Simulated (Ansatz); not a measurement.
`OBF` + CH₃NH₂ → `CNBF` + H₂O at 600 K and 1 bar (ligand exchange at a B–O bond).

Program: Ansatz. Geometries: PBE0-D4/def2-TZVP. ΔE: electronic, gas phase. CCSD(T)/CBS adds triple-zeta CCSD(T) − MP2 to the extrapolated MP2 energy (def2 sets, frozen cores). This one scheme is used for every species. One conformer a species, not always the lowest.

```json
{"species": "`OBF`", "CCSD(T)/CBS energy (Eh)": "-201.07426", "H − E (kJ/mol)": "109.4", "S (J/(mol·K))": "294.7"}
{"species": "CH₃NH₂", "CCSD(T)/CBS energy (Eh)": "-95.75281", "H − E (kJ/mol)": "199.3", "S (J/(mol·K))": "283.8"}
{"species": "`CNBF`", "CCSD(T)/CBS energy (Eh)": "-220.44549", "H − E (kJ/mol)": "231.8", "S (J/(mol·K))": "357.4"}
{"species": "H₂O", "CCSD(T)/CBS energy (Eh)": "-76.37941", "H − E (kJ/mol)": "76.8", "S (J/(mol·K))": "212.8"}
```

H − E and S are ideal-gas, rigid-rotor, harmonic terms from PBE0-D4/def2-TZVP, for one conformer and one mirror image of each species. 1 Eh = 2625.50 kJ/mol, R = 8.31446 J/(mol·K).

Task: By hand: ΔE, ΔH, ΔS and ΔG.

Result: ΔE = (-220.44549) + (-76.37941) − (-201.07426) − (-95.75281) = 0.00217 Eh = 5.7 kJ/mol. Δ(H − E) = 231.8 + 76.8 − 109.4 − 199.3 = -0.1, so ΔH = 5.6 kJ/mol. ΔS = 357.4 + 212.8 − 294.7 − 283.8 = -8.3 J/(mol·K). ΔG = 5.6 − 600 × (-8.3)/1000 = 10.6 kJ/mol.

Task: By hand: the equilibrium constant, and the temperature at which ΔG would vanish if ΔH and ΔS stayed fixed.

Result: log₁₀ K = −ΔG/(RT ln 10) = -0.9. ΔH and −TΔS have one sign here, so there is no such temperature. One of them is within its doubt of zero, so this could turn.

TΔS isn't small against ΔH here. A doubt of 5 kJ/mol in ΔE shifts log₁₀ K by 0.4 here. Other conformers and mirror images would add mixing entropy, several J/(mol·K) or more a flexible species. These are equilibria of isolated gas molecules and say nothing of rates. Largest T1 diagnostic: 0.013 (customary marks: 0.02 for closed shells, 0.045 for open ones).
